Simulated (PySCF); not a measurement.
Ge(F)(OH) (FGeHO), SMILES [OH][Ge][F] (connectivity only; charge and spin as stated), neutral, multiplicity 1.

Geometry: PBE0-D3(BJ)/def2-TZVP. The values are those of a single conformer.

Computed with PBE/def2-TZVPD in PySCF.

Isolated molecule, no solvent.

**Question.** Estimate the frontier levels, gap, dipole moment and polarisability. (Estimate from the structure and the level; the computed values follow.)

**Answer.** 
```
Quantity                                                                                                       Result
---------------------------------------------------------------------------------------------  ----------------------
highest occupied level                                                                                       -6.89 eV
lowest empty level                                                                                           -2.91 eV
orbital gap                                                                                                   3.99 eV
dipole moment                                                                                                  3.08 D
quadrupole, principal values (traceless, Buckingham form, about the centre of nuclear charge)   -4.79, 2.28, 2.51 D·Å
mean static polarisability                                                                       38.0 bohr³ (5.63 Å³)
polarisability, principal values                                                               32.4, 37.3, 44.3 bohr³
```
